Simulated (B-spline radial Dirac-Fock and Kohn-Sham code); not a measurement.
## Satellites and hypersatellites of the K lines of Ce³⁺

System: Ce³⁺, configuration [Xe] 6s1 (not the ground configuration).

The run's input, task.json:

```json
{"items": [{
  "Z": 58,
  "q": 3,
  "cfg": [[1, 0, 2], [2, 0, 2], [2, 1, 6], [3, 0, 2], [3, 1, 6], [3, 2, 10], [4, 0, 2], [4, 1, 6], [4, 2, 10], [5, 0, 2], [5, 1, 6], [6, 0, 1]],
  "A": 140,
  "rrms": 4.8771,
  "do": ["binding", "quiet", "double"]
}]}
```

Launch: `python xray_run.py task.json out`

Level of theory: Dirac-Fock energy differences between relaxed states, corrected for Breit and QED terms; an atomic code on a B-spline grid. Each two-hole energy is an average over J within one jj subconfiguration, not an observable level; in light atoms, where LS coupling holds, the j-resolved values are not observed lines, and for a K spectator the Kα1 hypersatellite is nearly forbidden. The model has no electron correlation.

Lines without a spectator: Kα2 (K-L2) 34274.8 eV, Kα1 (K-L3) 34715.8 eV, Kβ3 (K-M2) 39162.2 eV, Kβ1 (K-M3) 39250.6 eV. Shifts in eV with one spectator hole (a dash: not computed, or left out as unreliable):

```csv
spectator hole,Kα2,Kα1,Kβ3,Kβ1
K (1s),+696.7,+727.4,+893.7,+900.5
L2 (2p1/2),+80.5,+103.5,–,+212.6
L3 (2p3/2),+72.8,+74.9,+179.5,–
M2 (3p1/2),–,+13.23,+28.81,+34.7
M3 (3p3/2),+8.78,–,+27.86,+27.53
M4 (3d3/2),+1.94,-1.22,–,–
M5 (3d5/2),-2.01,+0.52,–,–
```

With n spectator holes in 2p, averaged over the 2p shell (energies in eV):

| n | KαLⁿ | step | hypersatellite KαʰLⁿ |
| --- | --- | --- | --- |
| 0 | 34568.8 | – | 35285.9 |
| 1 | 34651.1 | +82.4 | 35369.9 |
| 2 | 34734.9 | +83.7 | 35455.3 |
| 3 | 34820.0 | +85.1 | 35542.1 |
| 4 | 34906.5 | +86.5 | 35630.3 |
| 5 | 34994.4 | +87.9 | 35719.8 |
